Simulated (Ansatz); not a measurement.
Consider the atomization: `C=[C](F)[GeH3]` → 2 C• + F• + Ge• + 5 H•.

Computed with Ansatz on PBE0-D4/def2-TZVP structures; ΔE is electronic, products minus reactants. CCSD(T)/CBS is the MP2 limit (def2-TZVPP, def2-QZVPP) plus CCSD(T) − MP2 in def2-TZVPP, frozen cores. This one scheme is used for every species, atoms too. For atomizations the MP2-based limit and the directly extrapolated one differ by several kJ/mol either way, and by 10 to 25 for some Ge, Se and Sn compounds, so smaller differences from it don't rank the levels. Functionals use def2-TZVPP. Open shells (•) are unrestricted, without spin–orbit coupling. Spin–orbit coupling would lower the free atoms: a little for C, F; clearly for Ge. Bonds to Ge are less sure, by a few kJ/mol each and by 10 to 20 or more in all where they break to atoms, as the def2 sets lack core-valence functions. Scalar relativity is left out up to krypton.

`C=[C](F)[GeH3]`:

Z-matrix (Å, degrees):
```
Ge
C 1 1.954
H 1 1.535 2 109.3
H 1 1.534 2 107.6 3 120.1
H 1 1.535 2 109.3 3 -119.8
F 2 1.351 1 113.8 3 59.9
C 2 1.322 1 126.8 3 -120.1
H 7 1.084 2 121.4 1 180.0
H 7 1.081 2 119.8 1 0.0
```

CCSD(T)/CBS gives +752.7 kcal/mol.

(1) Another level gave +749.0 kcal/mol. Which?
A. B2PLYP/def2-TZVPP
B. PBE-D4/def2-TZVPP
C. r2SCAN0/def2-TZVPP
D. LC-ωPBE/def2-TZVPP

Largest T1 diagnostic among the species: 0.012.

Answers

(1) D. LC-ωPBE 749.0, PBE-D4 766.6, B2PLYP 743.6, r2SCAN0 740.2 kcal/mol.

At CCSD(T), def2-SVP lies −37.9 kcal/mol from the extrapolated value and def2-TZVPP −15.9 kcal/mol: correlation converges slowly with the basis, and small sets miss more of it in the bonded molecule than in its fragments. From PBE to PBE0 (25 % exact exchange), in def2-TZVPP and without D4, ΔE moves by −14.4 kcal/mol: exact exchange takes away binding that semilocal exchange gives to molecules. Leaving LDA and LC-ωPBE aside and taking each functional with its dispersion term where it has one, the values, not all of them listed here, spread over 39.2 kcal/mol, from BHLYP-D4 to PBE-D4. LDA lies +104.2 kcal/mol from PBE without D4, its usual overbinding.
